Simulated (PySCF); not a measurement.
# How the method changes the constants of ZnSe⁺

State: ²Π (doublet), unpaired electrons π ↑. Set-up: Zn pcseg-1, Se pcseg-1; no relativity (PySCF 2.14). De refers to Zn⁺ + Se in their high-spin ground configurations, without counterpoise correction. The functionals are run spin-unrestricted. A positive dipole points towards Se; it is taken about the centre of mass and depends on that origin. Levels whose curve was spin-contaminated or gave no clean fit are not listed.

```tsv
Level	Re (Å)	ωe (cm⁻¹)	De (eV)	μ (D)
PBE	2.299	277	2.36	-4.98
BLYP	2.331	260	2.27	-4.71
r²SCAN	2.268	297	2.17	-5.50
M06-L	2.295	277	2.17	-5.15
r²SCANh	2.268	299	2.08	-5.69
PBE0	2.284	290	2.06	-5.66
```

The bond length runs from 2.268 Å (r²SCANh) to 2.331 Å (BLYP). De spans 2.06 eV (PBE0, global hybrid GGA) to 2.36 eV (PBE, GGA).

Spin–orbit coupling is left out. For an ion De counts to the pair picked by the measured ionisation energies or electron affinities, which need not be the lowest pair at this level. The state was picked by a PBE0 search and need not be the measured ground state.
